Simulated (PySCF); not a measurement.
**Neon: a sound run and one with changed settings**

Sound run: Ne⁺ [He] 2s2 2p5, Ne²⁺ [He] 2s2 2p4. Calculation: PySCF 2.14, in x2c-SVPall (3s2p1d, 14 functions); the spin-free X2C one-electron Hamiltonian (Gaussian nucleus). The sound run starts from symmetry-adapted Hartree-Fock orbitals and uses a fine grid where one is needed.

Changed run: 6 angular points. This setting is unsound on purpose.

```csv
species,method,sound run (hartree),changed run (hartree),converged
Ne⁺,UHF,-127.78475,-127.78475,yes
Ne⁺,r2SCAN,-128.11172,-128.21365,yes
Ne⁺,B3LYP,-128.15317,-128.18884,yes
Ne²⁺,UHF,-126.33219,-126.33219,yes
Ne²⁺,r2SCAN,-126.59201,-126.68063,yes
Ne²⁺,B3LYP,-126.62769,-126.66590,yes
```

Ionisation energy of Ne⁺:

```json
{"method": "UHF", "sound run (eV)": "39.526", "changed run (eV)": "39.526"}
{"method": "r2SCAN", "sound run (eV)": "41.353", "changed run (eV)": "41.716"}
{"method": "B3LYP", "sound run (eV)": "41.510", "changed run (eV)": "41.441"}
```

A coarse angular grid integrates products of high-l functions wrongly, so density functionals can shift, and the SCF can exploit the error; Hartree-Fock and MP2 need no grid.

For comparison, NIST gives 40.963 eV between the lowest levels.
